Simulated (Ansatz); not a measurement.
SrF, SMILES [F][Sr+], charge +1.

Geometry optimised at B3LYP-D3(BJ)/def2-TZVPD. The spin state was assumed, not searched. The def2 effective core potentials stand for the cores of Sr; spin–orbit coupling is left out.

Two levels are set side by side: PBE/def2-TZVPD (Ansatz, a program for electronic structure) and ωB97X-V/def2-TZVPD (Ansatz). Energy differences of separate SCF runs at the same geometry; the states with an electron removed or added have multiplicity 2 and 2. Differences are taken from unrounded values.

| quantity | ωB97X-V | PBE | PBE minus ωB97X-V |
|---|---|---|---|
| vertical ionisation energy (eV) | 17.54 | 17.96 | 0.42 |
| vertical electron affinity (eV) | 5.23 | 5.44 | 0.21 |
| vertical singlet–triplet gap (eV) | 7.08 | 7.12 | 0.04 |
